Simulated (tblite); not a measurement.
C$_{2}$H$_{5}$O (SMILES [CH2]CO), doublet, geometry from GFN2-xTB; GFN1-xTB (tblite).

Here is a job for tblite.
```
$ tblite run mol.xyz --method gfn1 --charge 0 --spin 1 --guess eeq --json tblite.json --no-restart

# file mol.xyz
8

C      1.23502532     0.24455616     0.01838295
C     -0.02845231    -0.48036327     0.20825019
O     -1.17010918     0.18511102    -0.27092783
H      1.25698436     1.18291950    -0.49910586
H      2.15143949    -0.18706696     0.36554836
H     -0.01490920    -1.44991849    -0.31657984
H     -0.16026187    -0.72702926     1.28348887
H     -1.11181731     1.11504965    -0.02572778
```

Q: Predict the main parts of the log of this tblite run.

A: 
```
xTB calculator
 | screened Coulomb repulsion
 | Coulomb electrostatics
 |  * isotropic Klopman-Ohno-Mataga-Nishimoto electrostatics
 |  * onsite third-order electrostatics
 | DFT-D3(BJ) dispersion correction

halogen bonding energy    0.0000000000000E+00 Eh
repulsion energy          1.1258676951865E-01 Eh
dispersion energy        -1.5351114140831E-03 Eh
number of electrons       1.9000000000000E+01 e
integral cutoff           1.9731147476801E+01 bohr

------------------------------------------------------------
  cycle        total energy    energy error   density error
------------------------------------------------------------
      1     -11.50773612574  -1.1618788E+01   5.1939127E-01
      2     -11.53009614510  -2.2360019E-02   3.1088896E-01
      3     -11.53032453479  -2.2838969E-04   4.7684832E-02
      4     -11.53068032997  -3.5579518E-04   4.7541070E-03
      5     -11.53069154907  -1.1219106E-05   1.4645540E-03
      6     -11.53069350014  -1.9510642E-06   6.5197251E-04
      7     -11.53069396685  -4.6670926E-07   3.7184515E-05
      8     -11.53069396804  -1.1909318E-09   3.3751411E-06
------------------------------------------------------------

electronic energy        -1.1641745626143E+01 Eh
total energy             -1.1530693968039E+01 Eh

Post processing:
 | Mayer-Wiberg bond orders

[Info] JSON dump of results written to 'tblite.json'
```
